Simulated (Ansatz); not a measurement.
Basis sets compared for the cluster Au₄Cl₃ (the lowest doublet isomer of a short search). The state is a doublet with charge 0. Geometry r2SCAN-D4/def2-SVP. Ansatz on 4 threads of Arm Neoverse V1 on a shared host; times are rough, and most runs start from earlier orbitals.

Cartesian coordinates in Å:
```
Au 2.0820 0.0755 -0.6087
Au -0.4007 -1.6341 0.3957
Au -2.6158 1.0591 0.5536
Au -0.2484 1.6898 -0.2201
Cl 1.8348 -2.2179 -0.1558
Cl -2.6463 -1.3707 1.0070
Cl 1.9944 2.3982 -0.9717
```

In the def2 sets Au takes a core potential; there is no spin–orbit coupling. The structure comes from a short search, and lower isomers may exist.

Binding counts from free atoms (Au doublet, Cl doublet) in the same basis, without a counterpoise term.

| level | functions | energy (Eh) | HOMO (eV) | LUMO (eV) | binding per atom (eV) | wall time |
| --- | --- | --- | --- | --- | --- | --- |
| PBE-D4/def2-SVP | 182 | -1922.9048 | -6.17 | -5.62 | 2.15 | 7.5 s |
| PBE0-D4/def2-SVP | 182 | -1922.8238 | -7.13 | -4.81 | 2.03 | 14 s |

Estimate the rows for PBE-D4/def2-TZVP (with forces), PBE0-D4/def2-TZVP.


```
                         level  functions  energy (Eh)  HOMO (eV)  LUMO (eV)  binding per atom (eV)  wall time
PBE-D4/def2-TZVP (with forces)        271   -1923.4210      -6.20      -5.64                   2.18       14 s
             PBE0-D4/def2-TZVP        271   -1923.3339      -7.14      -4.78                   2.07       28 s
```
